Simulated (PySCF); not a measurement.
## Two-component Hartree-Fock for Tl⁷⁹⁺ (thallium, charge +79)

Start: 1s2. Calculated with PySCF 2.14 in an uncontracted even-tempered set (14 s from 290 bohr⁻², ratio 2.4; 11 p from 380 bohr⁻², ratio 2.4; 3 d from 1200 bohr⁻², ratio 2.6; 3 f from 1800 bohr⁻², ratio 2.6): generalised Hartree-Fock with the X2C-1e Hamiltonian and a Gaussian nucleus; one run each with spin-orbit coupling (SO) switched off, then screened by Boettger's factors.

```
spinor shell  electrons  ε, spin-free (eV)  ε, screened SO (eV)  weight of nominal j (screened SO)  rms radius, screened SO (bohr)
       1s1/2          2           -97050.6             -97050.6                              1.000                          0.0183
```

```tsv
quantity	spin-free	screened SO
E (hartree)	-7195.85463	-7195.85463
M_J	0	0
⟨J²⟩	0.000	0.000
⟨L²⟩	0.000	0.000
⟨S²⟩	0.000	0.000
```

Breit and QED terms are absent; they matter most for the inner s and p1/2 levels.

Densities and radii are taken from the X2C orbitals without a picture-change correction, which distorts them close to the nucleus.

Without spin-orbit coupling the j labels of p, d and f shells carry no meaning; the spin-free column gives the mean over the occupied spinors of each nl shell.
